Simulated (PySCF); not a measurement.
**First hyperpolarisability: SMILES Nc1ccccc1B(O)O, C6H8BNO2**

Cartesian coordinates in Å; atom numbers follow the order of the lines, from 1:
```xyz
18

N    -0.3222    2.2561    0.1899
C    -0.5103    0.9137    0.0325
C    -1.8216    0.3912    0.0094
C    -2.0487   -0.9693   -0.1178
C    -0.9816   -1.8655   -0.2270
C     0.3086   -1.3534   -0.2024
C     0.5904    0.0169   -0.0730
B     2.0752    0.4942   -0.0700
O     2.3752    1.8248   -0.2236
O     3.1390   -0.3502    0.0762
H    -1.1105    2.8683    0.0434
H     0.6023    2.6277    0.0068
H    -2.6669    1.0800    0.0946
H    -3.0775   -1.3391   -0.1353
H    -1.1579   -2.9372   -0.3355
H     1.1411   -2.0589   -0.3099
H     3.3270    1.9729   -0.1888
H     2.8768   -1.2578    0.2530
```

Method: quadratic response CAM-B3LYP/aug-cc-pVDZ first hyperpolarisability, Taylor convention, gas phase (PySCF 2.14.0). Geometry: PBE0-D3(BJ)/def2-SVP.

What is the first hyperpolarisability, and how does it disperse?

In 10⁻³⁰ esu, Taylor convention; the vector part is βᵢ = ⅓ Σⱼ (βᵢⱼⱼ + βⱼᵢⱼ + βⱼⱼᵢ); β∥ is 3/5 of the vector part along the dipole, the dipole points from − to +:
| process | λ (nm) | β vector norm | β∥ | β HRS | depolarisation ratio |
| --- | --- | --- | --- | --- | --- |
| static β(0;0,0) | ∞ | 2.60 | 1.42 | 1.25 | 3.41 |
| second harmonic β(−2ω;ω,ω) | 1907 | 2.81 | 1.53 | 1.32 | 3.56 |
| Pockels β(−ω;ω,0) | 1907 | 2.66 | 1.46 | – | – |
| second harmonic β(−2ω;ω,ω) | 1064 | 3.43 | 1.85 | 1.54 | 4.05 |
| Pockels β(−ω;ω,0) | 1064 | 2.83 | 1.54 | – | – |

Which lowest excitations, dipole and polarisabilities go with it?

S1 4.32 eV (f = 0.088); S2 4.94 eV (f = 0.004); S3 5.22 eV (f = 0.057); dipole 0.45 D; isotropic α 103.3 au static, 103.7 au at 1907 nm, 104.8 au at 1064 nm, 105.2 au at 953.5 nm, 110.2 au at 532 nm.
